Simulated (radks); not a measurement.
Values are calculated unless marked as measured or tabulated.
Question: All-electron atom: Ir III in [Xe] 4f14 5d7. Level of theory: non-relativistic Kohn-Sham, LB94 model potential, spin-polarised, spherical densities, point nucleus; open shells are filled with parallel spins first (spin-orbit coupling, left out, can overturn this in heavy ions); relativity is left out, which matters for an element this heavy (a radial shooting solver on a logarithmic mesh with Libxc functionals). Some entries of the table are withheld. Estimate them.

orbital  occ.  eigenvalue (hartree)  r(max) (bohr)
1s down     1             -2553.537        0.01305
1s up       1             -2553.536        0.01305
2s up       1             -424.9672        0.07095
2s down     1             -424.9638        0.07095
2p up       3             -408.3916        0.05503
2p down     3             -408.3899        0.05503
3s up       1             -99.52378         0.1943
3s down     1             -99.52255         0.1943
3p up       3             -91.68786         0.1829
3p down     3             -91.68563         0.1829
3d up       5             -77.02250         0.1438
3d down     5             -77.01774         0.1438
4s up       1             -21.36747         0.4357
4s down     1             -21.36141         0.4358
4p up       3             -18.02901         0.4356
4p down     3             -18.02357         0.4356
4d up       5             -11.90306         0.4296
4d down     5             -11.89919         0.4297
5s up       1              -3.79390         0.9732
5s down     1              -3.79218         0.9712
4f up       7              -3.76449         0.3884
4f down     7              -3.76392         0.3885
5p up       3                   (1)          1.039
5p down     3                   (2)          1.036
5d up       5              -1.20135          1.285
5d down     2              -1.17872          1.275
6s up       0              -0.94910          2.426
6s down     0              -0.91934          2.428
6p up       0              -0.72750          2.801
6p down     0              -0.70137          2.815

Answer: 
(1) 5p up eigenvalue (hartree): -2.76282
(2) 5p down eigenvalue (hartree): -2.75510
